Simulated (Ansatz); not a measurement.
`CCCCCCCCCCC` + `CCCO` → `CCCCCCCO` + `CCCCCCC`  (formal exchange of groups at a C–C bond)

Gas-phase electronic energies from Ansatz, PBE0-D4/def2-TZVP geometries. CBS: MP2 limit from def2 TZ/QZ plus the TZ coupled-cluster correction, frozen cores. Each species was taken in one conformer, which may not be the lowest.

`CCCCCCCCCCC`:

Cartesian coordinates in Å:
```
C -3.147 2.978 -2.262
C -1.891 2.125 -2.305
C -1.018 2.287 -1.072
C 0.237 1.430 -1.113
C 1.173 1.630 0.073
C 0.563 1.323 1.438
C -0.030 -0.073 1.581
C 0.964 -1.202 1.361
C 0.353 -2.576 1.581
C 1.330 -3.734 1.426
C 1.887 -3.891 0.020
H -2.898 4.041 -2.185
H -3.766 2.723 -1.397
H -3.757 2.845 -3.158
H -2.167 1.069 -2.414
H -1.306 2.376 -3.197
H -0.734 3.342 -0.964
H -1.610 2.043 -0.183
H -0.052 0.375 -1.186
H 0.787 1.650 -2.035
H 2.066 1.013 -0.075
H 1.526 2.668 0.076
H 1.337 1.461 2.202
H -0.213 2.061 1.664
H -0.869 -0.194 0.885
H -0.462 -0.170 2.583
H 1.372 -1.138 0.347
H 1.817 -1.072 2.040
H -0.086 -2.611 2.585
H -0.483 -2.713 0.882
H 2.157 -3.603 2.134
H 0.828 -4.662 1.717
H 2.532 -4.770 -0.055
H 1.080 -4.010 -0.710
H 2.479 -3.025 -0.283
```

`CCCO`:

Z-matrix (Å, degrees):
```
C
C 1 1.519
H 1 1.094 2 111.3
H 1 1.092 2 111.4 3 120.2
H 1 1.093 2 111.1 3 -119.8
C 2 1.516 1 112.3 3 59.4
H 2 1.097 1 109.7 3 -61.9
H 2 1.094 1 110.5 3 -179.1
O 6 1.412 2 113.3 1 177.5
H 6 1.101 2 109.8 1 -57.8
H 6 1.094 2 109.9 1 59.5
H 9 0.961 6 108.2 2 59.3
```

`CCCCCCCO`:

```xyz
24

C    -0.843    3.127    1.141
C    -0.920    2.199   -0.058
C     0.087    1.062    0.003
C     0.006    0.127   -1.193
C     1.073   -0.962   -1.216
C     1.087   -1.897   -0.012
C    -0.204   -2.667    0.183
O    -0.116   -3.633    1.211
H     0.148    3.583    1.224
H    -1.033    2.585    2.072
H    -1.574    3.935    1.073
H    -0.760    2.772   -0.979
H    -1.930    1.780   -0.136
H    -0.070    0.500    0.932
H     1.101    1.478    0.072
H     0.097    0.720   -2.110
H    -0.993   -0.323   -1.231
H     0.949   -1.561   -2.125
H     2.058   -0.489   -1.299
H     1.307   -1.329    0.901
H     1.899   -2.622   -0.125
H    -1.041   -1.980    0.371
H    -0.446   -3.225   -0.726
H     0.118   -3.181    2.026
```

`CCCCCCC`:

Z-matrix (Å, degrees):
```
C
C 1 1.520
H 1 1.093 2 111.2
H 1 1.092 2 111.9 3 120.1
H 1 1.094 2 111.0 3 -119.8
C 2 1.523 1 114.1 3 176.7
H 2 1.095 1 109.0 3 54.8
H 2 1.097 1 109.5 3 -60.7
C 6 1.520 2 114.5 1 64.8
H 6 1.098 2 109.2 1 -57.9
H 6 1.096 2 109.0 1 -173.3
C 9 1.519 6 113.1 2 177.1
H 9 1.096 6 110.0 2 -60.8
H 9 1.098 6 109.2 2 55.1
C 12 1.520 9 113.5 6 -179.9
H 12 1.098 9 109.3 6 57.9
H 12 1.098 9 109.4 6 -57.6
C 15 1.519 12 113.1 9 180.0
H 15 1.096 12 109.2 9 -57.7
H 15 1.096 12 109.1 9 57.7
H 18 1.094 15 111.1 12 -59.7
H 18 1.094 15 111.1 12 59.8
H 18 1.092 15 111.7 12 -179.9
```

```csv
level,ΔE (eV)
CCSD/def2-SVP,0.01
MP2/def2-TZVPP,0.03
```

What does CCSD(T)/CBS give? (Estimate.)

The calculation gave: +0.01 eV. The listed levels differ from it by 0.00, 0.02 eV.

Largest T1 diagnostic among the species: 0.009.

In def2-TZVPP, CCSD(T) changes the Hartree–Fock value by +0.06 eV (the triples alone add +0.01 eV) and MP2 by +0.07 eV. The D4 term adds +0.05 eV with B3LYP and +0.03 eV with PBE0; it sums over pairs of atoms, weighted by their polarisabilities, and B3LYP, whose exchange is more repulsive, gets the larger term.

B3LYP here is the variant with VWN-RPA as its local correlation; programs differ in this.
